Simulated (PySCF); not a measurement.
Computed Raman spectrum (relative Raman activity) of a molecule C4H6ClF. Geometry optimised at B3LYP-D3(BJ)/def2-SVP. Other conformers were not sampled. Computed with PySCF with B3LYP-D3(BJ)/def2-SVP. Frequencies are harmonic and unscaled.

Lines under 2 % of the strongest are left out, and lines within 2 cm⁻¹ are merged.

```tsv
ν (cm⁻¹)	relative intensity
544	2.3
678	5.2
727	5.6
842	3.5
916	3.6
994	3.8
1076	4.6
1239	2.4
1305	2.1
1364	6.8
1412	2.7
1449	8.0
1453	11
1486	4.3
3037	100
3121	58
3126	74
3135	36
3174	59
3230	38
```

Identify the compound among the candidates.
A) F[C@@H]1CC[C@H]1Cl
B) C=C(F)CCCl
C) C[C@]1(F)C[C@H]1Cl
D) C/C(F)=C(\C)Cl

C, C[C@]1(F)C[C@H]1Cl
